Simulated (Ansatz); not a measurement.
NO2, doublet, geometry from GFN2-xTB, atoms displaced at random by about 0.05 Å a coordinate; B3LYP/def2-SVP run with Ansatz (a quantum-chemistry and plane-wave program).

Here is a job for Ansatz.
Ansatz 0.2 input:
```yaml
crystal:
  periodic: [false, false, false]
  atoms:
    - {symbol: N, position_ang: [0.01976225, 0.03213436, 0.31567043]}
    - {symbol: O, position_ang: [0.08572664, 1.10511687, -0.14167150]}
    - {symbol: O, position_ang: [0.00675443, -1.09341165, -0.14813148]}
basis:
  gaussian:
    orbitals: def2-SVP
hamiltonian:
  xc: b3lyp
magnetization: {spin_polarized: true, initial_magnetization: 1}
relax: {max_displacement: 0.02}
```

### Question
Write the output that Ansatz gives for this input, abridged.

### Answer

```
Functional definition: B3LYP
439 factors; integrals over basis functions are off by at most 6.5e-5 eV
mean field evaluation 1: about -5573.6938 eV, gradient 2.7e1 eV
mean field evaluation 2: about -5567.6075 eV, gradient 5.1e1 eV
mean field evaluation 4: about -5575.8886 eV, gradient 6.9e0 eV
mean field evaluation 8: about -5576.0929 eV, gradient 3.9e-2 eV
mean field evaluation 16: about -5576.0929 eV, gradient 4.6e-5 eV
mean field -5576.09291559 eV, -204.9176350364 hartree, gradient 4.6e-5 eV, S^2 0.753107; 0 other end points of the search recorded, 0 dependent functions left out
the calculation of the forces begins
reference -5576.09301044 eV, -204.9176385221 hartree; 12, 11 occupied and 30, 31 virtual orbitals, 439 factors
relax step   1: F+E_penalty+E_count = -5576.09291559 eV  Δ(F+E_penalty+E_count) = +0.000e0 eV  max|allowed force component| = 2.920e0 eV/Å  Δτ_max = 0.0000 Å  (32 SCF iters, accepted)
these checks for a lower state are left out or cut short: starts, cluster_reference, orbital_swaps, neighbouring_geometries, increment
439 factors; integrals over basis functions are off by at most 6.3e-5 eV
mean field -5576.12580669 eV, -204.9188437620 hartree, gradient 2.1e-5 eV, S^2 0.753058; 0 other end points of the search recorded, 0 dependent functions left out
the calculation of the forces begins
reference -5576.12590153 eV, -204.9188472472 hartree; 12, 11 occupied and 30, 31 virtual orbitals, 439 factors
relax step   2: F+E_penalty+E_count = -5576.12580669 eV  Δ(F+E_penalty+E_count) = -3.289e-2 eV  max|allowed force component| = 1.141e0 eV/Å  Δτ_max = 0.0102 Å  (37 SCF iters, accepted)
these checks for a lower state are left out or cut short: starts, cluster_reference, orbital_swaps, neighbouring_geometries, increment
439 factors; integrals over basis functions are off by at most 6.2e-5 eV
mean field evaluation 32: about -5576.1318 eV, gradient 1.2e-5 eV
mean field -5576.13177090 eV, -204.9190629427 hartree, gradient 1.2e-5 eV, S^2 0.753020; 0 other end points of the search recorded, 0 dependent functions left out
the calculation of the forces begins
reference -5576.13186570 eV, -204.9190664264 hartree; 12, 11 occupied and 30, 31 virtual orbitals, 439 factors
relax step   3: F+E_penalty+E_count = -5576.13177090 eV  Δ(F+E_penalty+E_count) = -5.964e-3 eV  max|allowed force component| = 1.231e-1 eV/Å  Δτ_max = 0.0069 Å  (38 SCF iters, accepted)
these checks for a lower state are left out or cut short: starts, cluster_reference, orbital_swaps, neighbouring_geometries, increment
439 factors; integrals over basis functions are off by at most 6.2e-5 eV
mean field -5576.13190157 eV, -204.9190677448 hartree, gradient 1.7e-5 eV, S^2 0.753036; 0 other end points of the search recorded, 0 dependent functions left out
the calculation of the forces begins
reference -5576.13199640 eV, -204.9190712296 hartree; 12, 11 occupied and 30, 31 virtual orbitals, 439 factors
relax step   4: F+E_penalty+E_count = -5576.13190157 eV  Δ(F+E_penalty+E_count) = -1.307e-4 eV  max|allowed force component| = 2.160e-2 eV/Å  Δτ_max = 0.0015 Å  (30 SCF iters, accepted)
these checks for a lower state are left out or cut short: starts, cluster_reference, orbital_swaps, neighbouring_geometries, increment
439 factors; integrals over basis functions are off by at most 6.2e-5 eV
mean field -5576.13190461 eV, -204.9190678565 hartree, gradient 2.6e-5 eV, S^2 0.753034; 0 other end points of the search recorded, 0 dependent functions left out
the calculation of the forces begins
reference -5576.13199943 eV, -204.9190713412 hartree; 12, 11 occupied and 30, 31 virtual orbitals, 439 factors
relax step   5: F+E_penalty+E_count = -5576.13190461 eV  Δ(F+E_penalty+E_count) = -3.038e-6 eV  max|allowed force component| = 1.601e-2 eV/Å  Δτ_max = 0.0004 Å  (25 SCF iters, accepted)
these checks for a lower state are left out or cut short: starts, cluster_reference, orbital_swaps, neighbouring_geometries, increment
439 factors; integrals over basis functions are off by at most 6.2e-5 eV
mean field -5576.13190798 eV, -204.9190679802 hartree, gradient 1.9e-5 eV, S^2 0.753033; 0 other end points of the search recorded, 0 dependent functions left out
the calculation of the forces begins
reference -5576.13200280 eV, -204.9190714649 hartree; 12, 11 occupied and 30, 31 virtual orbitals, 439 factors
relax step   6: F+E_penalty+E_count = -5576.13190798 eV  Δ(F+E_penalty+E_count) = -3.368e-6 eV  max|allowed force component| = 3.034e-4 eV/Å  Δτ_max = 0.0003 Å  (25 SCF iters, accepted)
439 factors; integrals over basis functions are off by at most 6.2e-5 eV
mean field evaluation 64: about -5576.1319 eV, gradient 3.1e-3 eV
mean field -5576.13190798 eV, -204.9190679802 hartree, gradient 1.9e-5 eV, S^2 0.753033; 1 other end points of the search recorded, 0 dependent functions left out
the calculation of the forces begins
reference -5576.13200280 eV, -204.9190714649 hartree; 12, 11 occupied and 30, 31 virtual orbitals, 439 factors
Total energy: -5576.13200280 eV, -204.9190714649 hartree
Atom 0 at     0.019220     0.015340     0.314593 Å, force    -0.000005     0.000011     0.000089 eV/Å
Atom 1 at     0.086185     1.112973    -0.144612 Å, force     0.000013     0.000293    -0.000042 eV/Å
Atom 2 at     0.006838    -1.084473    -0.144113 Å, force    -0.000008    -0.000303    -0.000047 eV/Å
Dipole moment:    -0.003952     0.000158     0.066462 e Å
```
